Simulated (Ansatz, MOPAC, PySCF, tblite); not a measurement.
Potential energy curve for H3B3Cl3N3, SMILES N1B(NB(NB1Cl)Cl)Cl, singlet. The N3–H12 bond (N3 also carries B, B; H12 carries nothing else) is pulled apart rigidly from the PBE0/def2-SVP optimised geometry.

RKS-M06-2X/6-31G* = restricted M06-2X/6-31G*, spherical d run with PySCF; UCCSD = CCSD on UHF/cc-pVDZ, frozen core (Ansatz, a program for electronic structure); GFN2-xTB, 300 K electronic temperature (tblite); RHF/STO-3G = restricted Hartree-Fock/STO-3G in PySCF; AM1, restricted, heats of formation (MOPAC).

Energies are in kcal/mol, each relative to the lowest point of its own curve near equilibrium.

```
R / Å  RKS-M06-2X/6-31G*  UCCSD  GFN2-xTB  RHF/STO-3G    AM1
-----  -----------------  -----  --------  ----------  -----
0.83                26.7   27.8      25.1        35.3   14.4
0.89                10.4   11.0       9.4        14.5    4.7
0.95                 2.4    2.6       ___         3.7    0.4
0.97                 1.0    1.2       0.8         1.8    0.0
1.01                 0.0    0.0       0.0         0.0    0.4
1.04                 0.4    0.3       0.4         0.2    1.6
1.07                 1.6    1.5       1.5         1.5    3.5
1.14                 6.7    6.6       6.0         7.8    ___
1.23                16.4   16.3       ___        20.9   21.3
1.34                30.8   30.7      25.9        41.2   37.3
1.48                50.2   49.9      41.1        70.0   58.8
1.66                74.3   73.4      60.0       107.7   85.6
1.89               101.7   98.5       ___         ___  116.2
2.15               127.3  116.9      98.7       193.9  143.7
2.45               150.4  125.5     113.3         ___  166.0
2.96               177.2  128.5     127.0       268.2  189.6
```

**Question.** Fill in the missing entries.

**Answer.** 
- 0.95, GFN2-xTB: 2.0
- 1.14, AM1: 10.0
- 1.23, GFN2-xTB: 14.3
- 1.89, GFN2-xTB: 80.6
- 1.89, RHF/STO-3G: 152.1
- 2.45, RHF/STO-3G: 230.2

The restricted form behind RKS-M06-2X/6-31G*, RHF/STO-3G, AM1 keeps the bonding electrons paired and can't separate into open-shell fragments. The unrestricted determinant behind UCCSD is spin-contaminated at 1.66 to 2.96 Å (<S²> up to 1.0, against 0.00 for a pure singlet).
